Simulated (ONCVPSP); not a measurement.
# Transferability test, ONCV potential for boron (B)

```json
{
 "Element": "boron (B)",
 "Generator": "ONCVPSP 4.0.1",
 "Type": "optimised norm-conserving Vanderbilt (ONCV)",
 "Functional": "PBEsol",
 "Relativity": "scalar-relativistic",
 "Frozen core": "[He]",
 "Valence charge": "3",
 "Reference configuration": "2s2 (charge +1)",
 "Partial waves": "2s: rc 1.50 bohr, ncon 4, nbas 8, qcut 5.2 1/bohr, 2 projectors, debl 2.9 Ha; p scattering state at 0.16 Ha: rc 1.15 bohr, ncon 4, nbas 9, qcut 7.6 1/bohr, 3 projectors, debl 3.4 Ha; d scattering state at 0.28 Ha: rc 1.60 bohr, ncon 4, nbas 8, qcut 5.1 1/bohr, 1 projector",
 "Local potential": "polynomial inside 0.95 bohr (lpopt 5, dvloc0 6 Ha)",
 "Core correction": "Teter function, fcfact 3.75, rcfact 1.05"
}
```

In the p channel the program set the typed energies aside and used 0.050, 3.450, 6.850 Ha.

Energies are relative to the spin-unpolarised reference configuration 2s2; without spin polarisation the order of configurations can differ from experiment.

Question: Give the all-electron excitation energy and the error of the potential for: 2s2 2p1; 2s1; 2s2 2p0.5; 2s1 2p1.

Answer:

```json
{"valence configuration": "2s2 2p1", "charge": "0", "ΔE all-electron (eV)": "-8.139", "error AE − PS (meV)": "+14"}
{"valence configuration": "2s1", "charge": "+2", "ΔE all-electron (eV)": "25.262", "error AE − PS (meV)": "+22"}
{"valence configuration": "2s2 2p0.5", "charge": "+0.5", "ΔE all-electron (eV)": "-5.284", "error AE − PS (meV)": "+6.0"}
{"valence configuration": "2s1 2p1", "charge": "+1", "ΔE all-electron (eV)": "6.125", "error AE − PS (meV)": "+5.4"}
```

Levels in the configuration 2s1 2p1:

```tsv
level	all-electron (eV)	pseudo (eV)
2s	-19.482	-19.498
2p	-13.364	-13.392
```
